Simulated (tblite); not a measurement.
Start geometry of `CC(=O)C1=PC=CC(C)=C1` from a force field or distance geometry (Å):
```
atom  x, y, z in Å
C1     3.4782    0.3605    0.1557
C2     2.2091   -0.4129    0.4427
O3     2.2839   -1.5049    1.0369
C4     0.8856    0.1407    0.0254
C5    -0.2601   -0.6342    0.3439
C6    -1.6062   -0.3062    0.0275
C7    -2.6872   -1.2754    0.4133
C8    -1.9452    0.8646   -0.6726
C9    -1.0507    1.8257   -1.1174
P10    0.7454    1.7600   -0.8230
H11    3.4492    1.3253    0.6699
H12    3.5925    0.4890   -0.9196
H13    4.3283   -0.1963    0.5384
H14   -0.0915   -1.5816    0.8566
H15   -2.4443   -1.7773    1.3576
H16   -3.6436   -0.7604    0.5835
H17   -2.8132   -2.0240   -0.3677
H18   -3.0083    1.0196   -0.9050
H19   -1.4316    2.6970   -1.6535
```

Question: What comes out of this run: GFN2-xTB geometry optimisation, gas phase (tblite 0.8.0)?

Answer: 
```
atom  x, y, z in Å
C1     3.3755    0.4006    0.1301
C2     2.1683   -0.4385    0.4624
O3     2.2602   -1.4957    1.0468
C4     0.8533    0.1029    0.0338
C5    -0.2684   -0.6568    0.3436
C6    -1.5776   -0.3264    0.0312
C7    -2.6851   -1.2605    0.4137
C8    -1.8700    0.8510   -0.6534
C9    -0.9203    1.7610   -1.0621
P10    0.7900    1.6306   -0.8165
H11    3.2902    1.3756    0.6064
H12    3.4385    0.5518   -0.9459
H13    4.2746   -0.0987    0.4824
H14   -0.0796   -1.5821    0.8753
H15   -2.4468   -1.7846    1.3362
H16   -3.6235   -0.7256    0.5414
H17   -2.8256   -2.0069   -0.3692
H18   -2.9088    1.0636   -0.8761
H19   -1.2546    2.6479   -1.5879
```

The energy falls by 36.1 kJ/mol over 40 L-BFGS steps, the largest force on an atom goes from 2.31 to 0.008 eV/Å, and the atoms move by 0.103 Å rms after alignment. The bond that changes most is C9–P10 (ends: aromatic CH carbon; phosphorus bonded to 2 C), which shortens by 0.088 Å. Bonds longer at the end by more than 0.005 Å: 0 of 19; shorter: 15. Among the angles that change most is C1–C2–C4, from 120.0° to 116.3°. Rotational constants go from 1763, 885.9, 594.2 to 1855, 927.0, 622.9 MHz. The orientation of the end geometry is arbitrary; only internal coordinates are fixed.

The run took 0.32 s on one thread of an Arm Neoverse V1, shared host.

Its lowest GFN2-xTB frequency is 17i cm⁻¹, too small to tell a flat minimum from a shallow saddle. One conformer, not necessarily the lowest.

All values are computed, not measured.
